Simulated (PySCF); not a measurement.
**Aluminium: a sound run and one with changed settings**

Sound run: Al⁺ [Ne] 3s2, Al²⁺ [Ne] 3s1. Computed with PySCF 2.14 in def2-SVP (4s3p1d, 18 functions), with the non-relativistic Hamiltonian (point nucleus). In the sound run the correlated levels freeze [Ne]. The sound run starts from symmetry-adapted Hartree-Fock orbitals and uses a fine grid where one is needed.

A second run was set up differently.

| species | method | sound run (hartree) | changed run (hartree) | converged |
| --- | --- | --- | --- | --- |
| Al⁺ | UHF | -241.58509 | -238.88005 | yes |
| Al⁺ | BP86 | -242.07258 | -239.30267 | yes |
| Al⁺ | PBE | -241.91886 | -239.15346 | yes |
| Al⁺ | MP2 | -241.61054 | -238.90216 | yes |
| Al⁺ | CCSD(T) | -241.62326 | -238.91866 | yes |
| Al²⁺ | UHF | -240.94268 | -238.27935 | yes |
| Al²⁺ | BP86 | -241.37966 | -238.64542 | yes |
| Al²⁺ | PBE | -241.22902 | -238.49998 | yes |

Ionisation energy of Al⁺:

```json
{"method": "UHF", "sound run (eV)": "17.481", "changed run (eV)": "16.346"}
{"method": "BP86", "sound run (eV)": "18.855", "changed run (eV)": "17.885"}
{"method": "PBE", "sound run (eV)": "18.771", "changed run (eV)": "17.782"}
{"method": "MP2", "sound run (eV)": "18.173", "changed run (eV)": "16.948"}
{"method": "SCS-MP2", "sound run (eV)": "18.312", "changed run (eV)": "17.068"}
{"method": "CCSD", "sound run (eV)": "18.519", "changed run (eV)": "17.397"}
{"method": "CCSD(T)", "sound run (eV)": "18.519", "changed run (eV)": "17.397"}
{"method": "CCSDT", "sound run (eV)": "18.519", "changed run (eV)": "17.397"}
{"method": "FCI", "sound run (eV)": "18.519", "changed run (eV)": "17.397"}
```

Q: What was changed?
A. radial grid too coarse
B. minimal basis
C. too few SCF iterations
D. a valence shell is frozen

A: B. It used basis STO-3G. A minimal basis cannot let orbitals breathe on ionisation and holds almost no correlation.
